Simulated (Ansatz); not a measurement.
Coupled-cluster diagnostics for the cluster Cu₂O⁻, Ansatz.

Geometry of the doublet (r2SCAN-D4/def2-TZVPD):

```xyz
3

Cu   -0.978    0.660   -0.570
Cu    0.831    0.060    1.011
O     0.146   -0.720   -0.441
```

Correlated methods freeze 19 core orbitals. In CCSD on the charge -1 quartet the largest single amplitude is 0.32, so its Hartree–Fock determinant may place the open shell otherwise than the density functionals do. The structure comes from a short search, and lower isomers may exist.

Geometry of the charge -1 quartet (r2SCAN-D4/def2-TZVPD):

```tsv
atom	x (Å)	y (Å)	z (Å)
Cu1	-0.4663	0.0405	-1.2299
Cu2	-0.2336	0.4736	1.2054
O3	0.7000	-0.5141	0.0245
```

Q: Estimate the CCSD(T) correlation energy, the shares of MP2 and (T), T1 and the reference's ⟨S²⟩ for: charge -1, doublet, own geometry in def2-TZVPD; charge -1, quartet, own geometry in def2-TZVPD; and the rough time on 4 threads of Arm Neoverse V2 on a shared host.

A: 
```
                           state       basis  correlation (eV)  MP2 share (%)  (T) share (%)     T1  ⟨S²⟩ (pure)  wall time                                          remarks
charge -1, doublet, own geometry  def2-TZVPD           -29.578          107.9            5.0  0.056  0.79 (0.75)       12 s                                 large T1 (0.056)
charge -1, quartet, own geometry  def2-TZVPD           -26.591           96.4            4.2  0.098  4.06 (3.75)       15 s  large T1 (0.098), spin-contaminated (⟨S²⟩ 4.06)
```
Customary marks for T1 are 0.02 (closed shells), 0.045 (open shells) and about 0.05 (3d metals). T1 exceeds 0.02 in 2 of 2 rows and 0.045 in 2; the higher it lies, the less the single-reference result can be trusted.
